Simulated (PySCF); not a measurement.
H₂S.

```xyz
3

S      0.0000     0.0000     0.1031
H      0.0000    -0.9703    -0.8249
H      0.0000     0.9703    -0.8249
```

The structure is a stationary point at B3LYP-D3(BJ)/def2-TZVP.

These are HF/pcSseg-2 (PySCF) values and carry that method's errors. Non-relativistic, no solvent.

Computed absolute GIAO shielding of each atom: isotropic value and principal components (ppm):
| atom | σ(iso) | σ11 | σ22 | σ33 | span |
|---|---|---|---|---|---|
| S1 | 707.7 | 543.2 | 665.0 | 914.9 | 371.8 |
| H2 | 30.4 | 24.0 | 26.2 | 41.1 | 17.1 |
| H3 | 30.4 | 24.0 | 26.2 | 41.1 | 17.1 |
